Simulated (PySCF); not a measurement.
**Electronic structure of Te (tellurium, neutral) at the UHF level**

Configuration: [Kr] 4d10 5s2 5p3 5d1, high-spin 5D determinant (an excited configuration). Calculation: PySCF 2.14, in aug-cc-pwCVTZ-DK3 (10s9p7d4f1g, 109 functions); scalar relativity by spin-free X2C-1e.

```
Total energy                                                  : -6790.394909 hartree
One-electron energy                                           : -9313.9816 hartree
Hartree (Coulomb) energy                                      : 2698.3926 hartree
Exchange energy                                               : -174.8060 hartree
⟨S²⟩                                                          : 6.0024
⟨L²⟩                                                          : 6.040
Sum of ⟨r⟩                                                    : 38.92 bohr
Sum of ⟨r²⟩                                                   : 73.88 bohr²
Traceless quadrupole moment −½Σ⟨3z² − r²⟩ along its main axis : 6.48 e·bohr²
Langevin diamagnetic susceptibility                           : -58.5 ×10⁻⁶ cm³/mol
```

```tsv
shell	electrons	mean orbital energy (eV)	spread (eV)	rms radius, mean of both spins (bohr)
1s α	1	-31971.3	0	0.0319
1s β	1	-31971.1	0	0.0319
2s α	1	-5002.9	0	0.130
2s β	1	-5002.8	0	0.130
2p α	3	-4487.8	0.001	0.116
2p β	3	-4487.7	0.014	0.116
3s α	1	-1039.8	0	0.343
3s β	1	-1039.6	0	0.343
3p α	3	-867.81	0.022	0.343
3p β	3	-867.53	0.028	0.343
3d α	5	-606.65	0.051	0.322
3d β	5	-606.54	0.030	0.322
4s α	1	-196.53	0	0.814
4s β	1	-196.02	0	0.814
4p α	3	-140.63	0.025	0.878
4p β	3	-140.03	0.071	0.878
4d α	5	-56.248	0.153	1.05
4d β	5	-55.791	0.101	1.05
5s α	1	-25.640	0	2.23
5s β	1	-18.531	0	2.23
5p α	3	-13.108	0.110	2.73
5d α	1	-1.549	0	4.76
```

The outer electron is Rydberg-like, and this basis confines it to a smaller radius and binds it less than a complete one would.

Densities and radii are taken from the X2C orbitals without a picture-change correction, which distorts them close to the nucleus.

Spin-orbit constants ζ (cm⁻¹) from the X2C one-electron operator on these orbitals: bare nucleus, nucleus screened by l(l+1)(2l+1)/3 electrons, and screened by the Breit-Pauli mean field of the electrons.

| shell | bare | screened nucleus | mean field |
| --- | --- | --- | --- |
| 2p | 1466000 | 1409000 | n/a |
| 3p | 276700 | 266100 | n/a |
| 3d | 41920 | 33860 | n/a |
| 4p | 50090 | 48160 | n/a |
| 4d | 5595 | 4519 | n/a |
| 5p | 4183 | 4022 | n/a |
| 5d | 139.1 | 112.3 | n/a |

To first order the Landé constant is A = 28.08 cm⁻¹, so the lowest level has J = 0 and lies 0.0209 eV below the centre of the term. This holds in LS coupling only.
